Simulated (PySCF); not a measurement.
Input of a run (PBE0-D3(BJ)/def2-SVP geometry optimisation, gas phase (PySCF 2.14.0)), started from a GFN2-xTB structure with every atom displaced at random (by about 0.01 Å):
```
{"job": {"xc": "PBE0", "basis": "def2-SVP", "d3": "d3bj", "grid": 1, "shake": 0.01, "kind": "geom"}, "charge": 0, "multiplicity": 1}
O      0.225260    -2.428940     0.744260
C      0.129280    -1.256650     0.389640
C     -1.174390    -0.621260    -0.121280
C     -0.838810     0.807490    -0.456400
F     -1.930250     1.498080    -0.929470
C      0.332160     1.338690    -0.305230
Si     1.557090     0.067830     0.365490
H     -1.916600    -0.689950     0.648330
H     -1.525720    -1.162020    -0.965150
H      0.521760     2.361290    -0.542750
H      2.607840    -0.300280    -0.551260
H      2.052080     0.357460     1.714800
```

Output (energies in Eh, forces in Eh/bohr):
```
step   0  E = -619.14214029  max force = 0.076651
step   1  E = -619.14927503  max force = 0.011948
step   2  E = -619.15048812  max force = 0.009929
step   3  E = -619.15106897  max force = 0.002260
step   4  E = -619.15120024  max force = 0.002067
step   5  E = -619.15125398  max force = 0.001160
step   6  E = -619.15127125  max force = 0.001168
step   7  E = -619.15128765  max force = 0.000518
step   8  E = -619.15129906  max force = 0.000451
step   9  E = -619.15131143  max force = 0.000724
step  10  E = -619.15132073  max force = 0.001237
step  11  E = -619.15130932  max force = 0.001327
step  12  E = -619.15132540  max force = 0.000717
step  13  E = -619.15134312  max force = 0.000416
step  14  E = -619.15134416  max force = 0.000374
optimisation converged
```

Problem. Summarise the run.

Solution. The energy falls by 24.2 kJ/mol over 15 energy and gradient evaluations, the largest force component goes from 0.0767 to 3.7e-04 Eh/bohr, and the atoms move by 0.043 Å rms after alignment. The bond that changes most is Si7–H11 (SiH2 silicon to Si–H hydrogen), which lengthens by 0.051 Å. Bonds longer at the end by more than 0.005 Å: 6 of 12; shorter: 5. Among the angles that change most is H11–Si7–H12, from 112.9° to 108.8°. The energy rose by more than 1e-6 Eh at step 11. The first step brought 78 % of the lowering.

Problem. What are the final bond lengths?

Solution. O1=C2 1.203 Å, C2–C3 1.531 Å, C3–C4 1.494 Å, C4–F5 1.329 Å, C4=C6 1.342 Å, C6–Si7 1.856 Å, C2–Si7 1.950 Å, C3–H8 1.105 Å, C3–H9 1.104 Å, C6–H10 1.092 Å, Si7–H11 1.493 Å, Si7–H12 1.493 Å. Numbering counts from 1 in the input's order; the species is `O=C1CC(F)=C[SiH2]1`.

The run used 127 basis functions and 101 SCF cycles in all. Hardware: an Intel Xeon Platinum 8375C at 2.90 GHz with one thread, shared host with 128 logical CPUs at a one-minute load of 66. Cost: 86 s, 0.55 GiB resident at most.

No PBE0-D3(BJ)/def2-SVP frequencies stand behind this structure, so it isn't proved a minimum.
